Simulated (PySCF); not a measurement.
CHO2, SMILES O[C]=O, multiplicity 2. Atoms are numbered in the order given.

```xyz
4

O      0.1742     1.1540     0.0000
C     -0.4228     0.1348     0.0000
O      0.0187    -1.1168     0.0000
H      0.9936    -1.1068     0.0000
```
Charge 0, spin multiplicity 2.

Geometry optimised at ωB97X-D3(BJ)/def2-TZVP. The isomer is the one that the SMILES or the coordinates give; other isomers of the formula were not compared. Other conformers were not sampled.

Method: ωB97X/def2-TZVPD in PySCF.

Mulliken values depend strongly on the basis, most of all with diffuse functions as here. ESP charges are fitted to the potential on shells at 1.4 to 2.0 van der Waals radii. Atomic charges (e):

| atom | Mulliken | meta-Löwdin | ESP fit | Mulliken spin |
|---|---|---|---|---|
| O1 | -0.37 | ___ | -0.31 | 0.20 |
| C2 | 0.41 | ___ | 0.31 | 0.73 |
| O3 | -0.35 | ___ | -0.44 | 0.01 |
| H4 | 0.31 | ___ | 0.44 | 0.06 |

Q: What belongs in the gaps? (Estimate from the structure and the level; the computed values follow.)

A: 
- O1, meta-Löwdin: -0.34
- C2, meta-Löwdin: 0.42
- O3, meta-Löwdin: -0.42
- H4, meta-Löwdin: 0.35
